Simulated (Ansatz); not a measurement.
Input file for Ansatz (a quantum-chemistry and plane-wave program): U-SVWN5/def2-TZVPP on CH3 (SMILES [CH3]).

Ansatz 0.2 input:
```yaml
crystal:
  periodic: [false, false, false]
  atoms:
    - {symbol: C, position_ang: [-0.00000164, -0.00002686, 0.00013410]}
    - {symbol: H, position_ang: [1.06844615, -0.14744695, 0.02926680]}
    - {symbol: H, position_ang: [-0.66112860, -0.85164254, -0.04259704]}
    - {symbol: H, position_ang: [-0.40731591, 0.99901636, 0.01319614]}
basis:
  gaussian:
    orbitals: def2-TZVPP
hamiltonian:
  xc: {name: SVWN5}
magnetization: {spin_polarized: true, initial_magnetization: 1}
```

Program output:

```
WARN ansatz: RAYON_NUM_THREADS=4 ignored (pool sized by the plan → 4); use --threads N
Functional definition: SVWN5
integrals: 0.01 GiB planned
357 factors; their error is unknown
mean field: 0.15 GiB planned
mean field evaluation 1: about -1068.5356 eV, gradient 3.1e1 eV
mean field evaluation 2: about -1064.4719 eV, gradient 4.0e1 eV
mean field evaluation 4: about -1073.3048 eV, gradient 7.6e-2 eV
mean field evaluation 8: about -1073.2963 eV, gradient 5.3e-3 eV
mean field -1073.29632161 eV, -39.4429123126 hartree, gradient 8.8e-6 eV, S^2 0.752420; 0 other end points of the search recorded, 0 dependent functions left out
reference -1073.29634576 eV, -39.4429132004 hartree; 5, 4 occupied and 68, 69 virtual orbitals, 357 factors
Total energy: -1073.29634576 eV, -39.4429132004 hartree
```

The run converged.

Cost: very roughly 0.25 core-seconds.
